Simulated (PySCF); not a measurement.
BCl2, charge -1, multiplicity 1. Atoms are numbered in the order given.

```xyz
3

B      0.0000     0.0000     1.0173
Cl     0.0000     1.4915    -0.1496
Cl     0.0000    -1.4915    -0.1496
```
Charge -1, spin multiplicity 1.

The structure is a stationary point at PBE0-D3(BJ)/def2-TZVPD.

Level of theory: PBE0-D3(BJ)/def2-TZVPD in PySCF.

Frequencies are harmonic and unscaled.

Computed harmonic wavenumbers and intensities:
```json
[
 {"mode": "1", "ν (cm⁻¹)": "251", "IR (km/mol)": "5.1", "moving atoms (share of kinetic energy)": "Cl 96 %"},
 {"mode": "2", "ν (cm⁻¹)": "522", "IR (km/mol)": "288.9", "moving atoms (share of kinetic energy)": "B 80 %, Cl 20 %"},
 {"mode": "3", "ν (cm⁻¹)": "527", "IR (km/mol)": "59.1", "moving atoms (share of kinetic energy)": "B 82 %, Cl 18 %"}
]
```
